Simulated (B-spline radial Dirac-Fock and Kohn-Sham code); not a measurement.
## 4d5/2 photoionisation of Sm³⁺ near threshold

System: the Sm³⁺ ion, [Xe] 4f5. The computed 4d5/2 threshold is 171.3 eV; without correlation, outer thresholds are uncertain by 1 to 2 eV. With an open shell the threshold is an average over the terms of the final ion.

Calculated with a radial B-spline solver, using Dirac-Hartree-Slater photoionisation with all multipoles and Dirac-Fock thresholds. Interchannel coupling and autoionising resonances are not included, so magnitudes near threshold are approximate.

| kinetic energy (eV) | σ (Mb) | β |
| --- | --- | --- |
| 1.5 | 0.475 | 0.09 |
| 1.9 | 0.470 | 0.16 |
| 2.3 | 0.463 | 0.24 |
| 2.9 | 0.454 | 0.32 |
| 3.7 | 0.443 | 0.41 |
| 4.6 | 0.430 | 0.51 |
| 5.7 | 0.415 | 0.61 |
| 7.2 | 0.396 | 0.71 |
| 9.0 | 0.374 | 0.80 |
| 11.2 | 0.349 | 0.86 |
| 14.0 | 0.322 | 0.87 |
| 17.5 | 0.295 | 0.79 |
| 21.9 | 0.269 | 0.60 |
| 27.4 | 0.250 | 0.25 |
| 34.2 | 0.240 | -0.20 |
| 42.8 | 0.244 | -0.64 |
| 53.5 | 0.264 | -0.93 |
| 66.9 | 0.298 | -0.97 |
| 83.7 | 0.350 | -0.81 |
| 104.7 | 0.410 | -0.53 |
| 130.9 | 0.467 | -0.21 |
| 163.6 | 0.506 | 0.09 |
| 204.6 | 0.519 | 0.35 |
| 255.8 | 0.506 | 0.58 |
| 319.9 | 0.466 | 0.78 |
| 400.0 | 0.403 | 0.95 |

The cross section has a minimum of 0.24 Mb near 34 eV kinetic energy, a Cooper minimum, where a dipole matrix element changes sign; it needs a radial node in the bound orbital. Its largest value, 0.519 Mb, lies 205 eV above threshold. β ranges from -0.97 (at 66.9 eV) to 0.95.
